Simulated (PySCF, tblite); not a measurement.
Species: C₅H₁₂NP.
Structure used (GFN2-xTB), in Å, numbered top down from 1:
```
atom  x, y, z in Å
C1     1.8247    1.7238    0.1225
N2     1.6990    0.3250   -0.2623
P3     0.5439   -0.6087    0.6305
C4     0.7406   -2.1426   -0.3867
C5    -0.9437    0.0528   -0.2282
C6    -2.2881   -0.4620    0.1964
C7    -1.8923    0.9377    0.5289
H8     2.2447    1.8754    1.1225
H9     0.8349    2.1776    0.0925
H10    2.4639    2.2299   -0.6027
H11    2.6081   -0.1289   -0.2001
H12   -0.1110   -2.7954   -0.2066
H13    0.7939   -1.8803   -1.4420
H14    1.6475   -2.6684   -0.0919
H15   -0.7831    0.2640   -1.2815
H16   -3.0394   -0.6238   -0.5628
H17   -2.3226   -1.1818    1.0022
H18   -1.6613    1.1642    1.5601
H19   -2.3697    1.7510    0.0017
```

Computed, not measured: CAM-B3LYP/def2-SVPD in PySCF (dipole) on a GFN2-xTB geometry, gas phase.

Take the most abundant isotopes and a rigid rotor. The values belong to one conformer with, in the numbering `[CH3:1][NH:2][P:3]([CH3:4])[CH:5]1[CH2:6][CH2:7]1`, C1–N2–P3–C4 175°, N2–P3–C5–C6 180°.

What are A, B and C (MHz)?

Ia = 177.66, Ib = 283.91, Ic = 413.57 u·Å²; 505379 MHz·u·Å²/I gives A = 2845, B = 1780, C = 1222 MHz.

Classify the top.

An asymmetric top; Ray's κ = -0.312.

What does the inertial defect say?

Not planar: Δ = Ic − Ia − Ib = -48.00 u·Å². For a rigid frame Δ = −2 Σ m c², so Σ m c² = 24.00 u·Å² lies off the ab plane: 8.83 from hydrogen and 15.17 from heavier atoms. The atom farthest from that plane is 1.52 Å away.

Where do the levels up to J = 5 lie, in K?

Above 0(0,0), as E/k:
J = 1: 1(0,1) 0.144, 1(1,1) 0.195, 1(1,0) 0.222
J = 2: 2(0,2) 0.424, 2(1,2) 0.457, 2(1,1) 0.537, 2(2,1) 0.690, 2(2,0) 0.698
J = 3: 3(0,3) 0.828, 3(1,3) 0.844, 3(1,2) 1.003, 3(2,2) 1.122, 3(2,1) 1.159, 3(3,1) 1.449, 3(3,0) 1.451
J = 4: 4(0,4) 1.348, 4(1,4) 1.354, 4(1,3) 1.612, 4(2,3) 1.692, 4(2,2) 1.785, 4(3,2) 2.038, 4(3,1) 2.049, 4(4,1) 2.479, 4(4,0) 2.479
J = 5: 5(0,5) 1.982, 5(1,5) 1.985, 5(1,4) 2.349, 5(2,4) 2.395, 5(2,3) 2.571, 5(3,3) 2.774, 5(3,2) 2.811, 5(4,2) 3.217, 5(4,1) 3.219, 5(5,1) 3.781, 5(5,0) 3.781
The levels of one J sum to (2J + 1)J(J + 1)(A + B + C)/3.

Predict some low-J microwave lines.

The dipole components are |μa| = 0.37 D, |μb| = 0.05 D, |μc| = 0.53 D. Intensities carry the squares of the components, which stand as 0.50 : 0.01 : 1.00 (a : b : c). Some lines, for components of 0.1 D or more:

```
type  branch         J(Ka,Kc)    MHz  lower level (cm⁻¹)
   a       Q  1(1,0) ← 1(1,1)    558               0.136
   a       Q  3(2,1) ← 3(2,2)    761               0.780
   a       Q  5(3,2) ← 5(3,3)    786               1.928
   a       Q  2(1,1) ← 2(1,2)   1674               0.317
   c       Q  2(2,1) ← 2(1,1)   3194               0.373
   a       Q  3(1,2) ← 3(1,3)   3315               0.587
   c       Q  5(3,3) ← 5(2,3)   4213               1.787
   a       R  2(0,2) ← 1(0,1)   5835               0.100
   a       R  3(2,2) ← 2(2,1)   9006               0.480
   a       R  3(2,1) ← 2(2,0)   9599               0.485
   a       R  3(1,2) ← 2(1,1)   9716               0.373
   c       R  2(2,1) ← 1(1,1)  10314               0.136
   a       R  4(0,4) ← 3(0,3)  10829               0.575
   a       R  4(1,3) ← 3(1,2)  12676               0.697
   c       R  3(2,1) ← 2(1,1)  12961               0.373
   a       R  5(0,5) ← 4(0,4)  13222               0.937
   a       R  5(2,4) ← 4(2,3)  14639               1.176
   a       R  5(1,4) ← 4(1,3)  15359               1.120
   a       R  5(4,2) ← 4(4,1)  15382               1.723
   a       R  5(4,1) ← 4(4,0)  15424               1.723
   c       R  3(3,1) ← 2(2,1)  15818               0.480
   c       R  4(2,2) ← 3(1,2)  16293               0.697
   c       R  4(3,1) ← 3(2,1)  18540               0.805
   c       R  5(2,3) ← 4(1,3)  20001               1.120
   c       R  5(3,2) ← 4(2,2)  21384               1.241
   c       R  5(3,3) ← 4(2,3)  22532               1.176
   c       R  5(4,1) ← 4(3,1)  24394               1.424
   c       R  5(5,0) ← 4(4,0)  27129               1.723
```

Estimate the classical rotational partition function at 100 K, 200 K and 500 K.

Point group C1, symmetry number σ = 1; q = (√π/σ)·√((kT/h)³/(ABC)), k/h = 20836.6 MHz/K: 67800 at 100 K, 192000 at 200 K, 758000 at 500 K.

Its GFN2-xTB frequencies are all real (lowest 62 cm⁻¹). No vibrational averaging or centrifugal distortion is included, and the geometry carries the error of its method. A rigid rotor knows nothing of inversion at nitrogen or internal rotation, which can split or shift real lines. Quadrupole hyperfine structure (14N) is left out.

The run took 61 s of wall time on Arm Neoverse V1, one thread, no GPU, shared host with 32 logical CPUs at a one-minute load of 15, and the process peaked at 1.2 GiB of memory. This is the CAM-B3LYP/def2-SVPD job that gave the dipole, with the excitations it also computed.
